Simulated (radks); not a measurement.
Results of a calculation; reference values are marked as such.
Tb, 65 electrons, occupied as [Xe] 4f9 6s1 7s1 (not the ground configuration).

Code: a radial shooting solver on a logarithmic mesh with Libxc functionals. Model: Dirac Kohn-Sham, BLYP, spin-unpolarised, spherical densities, point nucleus; open shells fill j = l - 1/2 first.

Energy parts (eV):
part                      energy
total                 -318907.10
kinetic                348850.29
electron-nucleus      -784913.85
Hartree                124176.93
exchange-correlation    -7020.48

Orbitals (lengths in bohr, moments of r in powers of bohr; r(max) is where P^2 peaks):
orbital  occ.  eigenvalue (eV)   r(max)  small-component weight
1s1/2       2        -51814.82  0.01364                5.88e-02
2s1/2       2        -8587.056  0.07766                1.30e-02
2p1/2       2        -8160.293  0.05858                1.31e-02
2p3/2       4        -7413.390  0.06451                1.21e-02
3s1/2       2        -1906.418   0.2200                4.14e-03
3p1/2       2        -1720.940   0.2073                4.08e-03
3p3/2       4        -1566.777   0.2198                3.81e-03
3d3/2       4        -1247.338   0.1743                3.69e-03
3d5/2       6        -1213.701   0.1778                3.61e-03
4s1/2       2        -379.7432   0.5050                1.32e-03
4p1/2       2        -307.1152   0.5088                1.24e-03
4p3/2       4        -272.7696   0.5354                1.14e-03
4d3/2       4        -153.2339   0.5420                9.70e-04
4d5/2       6        -147.0341   0.5506                9.43e-04
4f5/2       6          -6.4477   0.5528                5.35e-04
4f7/2       3          -5.6655   0.5581                5.22e-04
5s1/2       2         -50.5281    1.182                2.70e-04
5p1/2       2         -31.0435    1.293                2.10e-04
5p3/2       4         -26.6611    1.376                1.84e-04
6s1/2       1          -5.8613    3.282                3.36e-05
7s1/2       1          -1.1438    9.178                4.97e-06

The highest occupied level is 7s1/2 at -1.144 eV. The density falls to 0.001 e/bohr^3 at r = 4.46 bohr. Summed over all electrons, <r^2> = 169.6 bohr^2, which gives a Langevin (diamagnetic) susceptibility term of -134 x 10^-6 cm^3/mol.
